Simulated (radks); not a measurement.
Task: Mn, 25 electrons, occupied as [Ar] 3d5 4s2. Method: non-relativistic Kohn-Sham, LDA (Slater exchange, Perdew-Wang correlation), spin-polarised, spherical densities, point nucleus; open shells are filled with parallel spins first; computed with a radial shooting solver on a logarithmic mesh with Libxc functionals. Some entries of the table are withheld. Estimate them.

| orbital | occ. | eigenvalue (eV) | <r^2> (bohr^2) | <r> (bohr) |
|---|---|---|---|---|
| 1s up | 1 | -6358.156 | 0.005100 | 0.06167 |
| 1s down | 1 | -6358.138 | 0.005100 | 0.06167 |
| 2s up | 1 | -731.0052 | 0.09479 | 0.2834 |
| 2s down | 1 | -728.7157 | 0.09442 | 0.2829 |
| 2p up | 3 | -627.3423 | 0.07613 | 0.2489 |
| 2p down | 3 | -625.5925 | 0.07575 | 0.2483 |
| 3s up | 1 | -85.1706 | 0.8568 | 0.8612 |
| 3s down | 1 | -80.2262 | 0.8657 | 0.8652 |
| 3p up | 3 | -55.6216 | 0.9720 | 0.9074 |
| 3p down | 3 | -50.7880 | 0.9910 | 0.9151 |
| 3d up | 5 | -8.5703 | 1.866 | 1.183 |
| 4s up | 1 | -5.5996 | 10.58 | (1) |
| 4s down | 1 | -4.5942 | 12.51 | (2) |
| 3d down | 0 | -4.3712 | 2.545 | 1.339 |

Result: 
(1) 4s up <r> (bohr): 3.019
(2) 4s down <r> (bohr): 3.278
